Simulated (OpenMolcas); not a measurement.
An atom or ion with 48 electrons was computed by SS-CASPT2, IPEA 0.25 Eh, imaginary shift 0.1 Eh with spin-orbit coupling (OpenMolcas, ANO-RCC-VQZP, DKH2). The lowest levels that the run gave, each within 12 % of the measured value where one is at hand:

```json
{"J": "0", "Parity": "even", "E (cm⁻¹)": "0.0", "g": ""}
{"J": "0", "Parity": "odd", "E (cm⁻¹)": "64460", "g": ""}
{"J": "1", "Parity": "odd", "E (cm⁻¹)": "66390", "g": "1.496"}
{"J": "2", "Parity": "odd", "E (cm⁻¹)": "71170", "g": "1.501"}
{"J": "1", "Parity": "odd", "E (cm⁻¹)": "93940", "g": "1.006"}
{"J": "0", "Parity": "even", "E (cm⁻¹)": "152340", "g": ""}
{"J": "1", "Parity": "even", "E (cm⁻¹)": "155790", "g": "1.501"}
{"J": "2", "Parity": "even", "E (cm⁻¹)": "156990", "g": "1.246"}
{"J": "2", "Parity": "even", "E (cm⁻¹)": "163080", "g": "1.255"}
{"J": "0", "Parity": "even", "E (cm⁻¹)": "181040", "g": ""}
```

Task: Which ion is it, and what are the configurations and terms?

Result: Sb IV (Z = 51, charge +3; active space 2 electrons in 4 orbitals (5s 5p)). J, parity and g give the terms where levels are pure, and mixed ones are named by the computed weights; the size of the splittings, set against known spectra of the 48-electron sequence, gives the charge. In order, with the measured energies in cm⁻¹ (Moore, Atomic Energy Levels, vol. III, NSRDS-NBS 35 (1971 reprint of NBS Circular 467, 1958)): 5s² ¹S₀, 5s 5p ³P°₀, 5s 5p ³P°₁ (66700), 5s 5p ³P°₂ (72560), 5s 5p ¹P°₁ (95952), 5p² ³P₀ (152076), 5p² ³P₁ (156388), 5p² ¹D₂ [51 %], 5p² ³P₂ [51 %], 5p² ¹S₀.

CASPT2 does not keep the components of a term degenerate, so their means are used; among the terms shown or strongly mixed into the levels shown the widest spread is 17 cm-1 (5p² ¹D). Over all roots computed the reference weight is 0.89 to 0.95; the roots of lowest weight are the least certain, and an intruder state may touch them. The ¹D term of p² mixes with s d, which this space lacks. Computed and measured levels are paired by configuration, term and J; levels that our copy of the source lacks, or whose pairing is in doubt (as where it misses far off the trend of its configuration), stay unpaired and out of the deviations. Levels of configurations outside the active space are missing.

A share in square brackets marks a mixed level and gives the weight of the term that names it. ° marks odd parity.
